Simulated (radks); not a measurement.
Question: Species: the cerium ion Ce45+. Configuration: [Ne] 3s2 3p1. Method: non-relativistic Kohn-Sham, TPSS, spin-polarised, spherical densities, point nucleus; open shells are filled with parallel spins first (spin-orbit coupling, left out, can overturn this in heavy ions); meta-GGA in the generalised Kohn-Sham scheme; relativity is left out, which matters for an element this heavy; computed with a radial shooting solver on a logarithmic mesh with Libxc functionals. Some entries of the table are withheld. Estimate them.

orbital  occ.  eigenvalue (eV)  <r^2> (bohr^2)  <r> (bohr)
1s up       1        -41319.67       0.0009149     0.02616
1s down     1        -41316.88       0.0009148     0.02616
2s up       1        -8780.719         0.01421      0.1102
2s down     1        -8778.731         0.01420      0.1102
2p up       3              (1)         0.01058     0.09357
2p down     3              (2)         0.01058     0.09356
3s up       1        -3586.662             (3)      0.2614
3s down     1        -3573.943             (4)      0.2617
3p up       1        -3482.917         0.07076         (5)
3p down     0        -3470.265         0.07090         (6)

Answer: 
(1) 2p up eigenvalue (eV): -8495.625
(2) 2p down eigenvalue (eV): -8492.612
(3) 3s up <r^2> (bohr^2): 0.07758
(4) 3s down <r^2> (bohr^2): 0.07776
(5) 3p up <r> (bohr): 0.2480
(6) 3p down <r> (bohr): 0.2482
